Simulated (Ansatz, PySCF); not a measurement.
C2H2, charge -1, doublet, geometry from GFN2-xTB (a state made from the parent by changing its charge; the spin is typed, not shown lowest) (in this run its highest filled SCF level lies above zero, so its values depend strongly on the basis, on diffuse functions most of all). Base run: B3LYP5/6-311G** (PySCF).

Input for PySCF:
```python
from pyscf import gto, scf, dft

mol = gto.Mole()
mol.atom = '''
    C    -0.56204551    0.17493404   -0.26216513
    C     0.63485961   -0.02704543    0.10700208
    H    -1.59838304   -0.21079882    0.03986737
    H     1.16149843   -0.67653281    0.89111090
'''
mol.basis = '6-311g**'
mol.charge = -1
mol.spin = 1
mol.verbose = 4
mol.build()

mf = dft.UKS(mol)
mf.xc = 'b3lyp5'
mf.kernel()
```

The same geometry, method and basis name were run in Ansatz (a first-principles code) and PySCF, at each program's defaults and at the settings that a row names. The base is PySCF at its defaults. Differences at the defaults can come from grids, fitting, cores and function types together.

```json
[
 {"code and settings": "PySCF, defaults (exact integrals, its default grid, spherical functions)", "ΔE vs base (mEh)": "0.000", "basis functions": "48", "E (Eh)": "-77.22683", "SCF cycles": "8"},
 {"code and settings": "Ansatz, defaults (factorised integrals, its default grid, spherical functions)", "ΔE vs base (mEh)": "0.000", "basis functions": "48", "E (Eh)": "-77.22683", "SCF cycles": "-"},
 {"code and settings": "PySCF, density fitting with def2-universal-jkfit", "ΔE vs base (mEh)": "-0.024", "basis functions": "48", "E (Eh)": "-77.22685", "SCF cycles": "8"},
 {"code and settings": "PySCF, fine grid", "ΔE vs base (mEh)": "0.000", "basis functions": "48", "E (Eh)": "-77.22683", "SCF cycles": "8"},
 {"code and settings": "Ansatz, high accuracy", "ΔE vs base (mEh)": "0.000", "basis functions": "48", "E (Eh)": "-77.22683", "SCF cycles": "-"}
]
```

Open shells are given as the SCF converged; they aren't shown to be the lowest states, and a large step between rows can be another state.
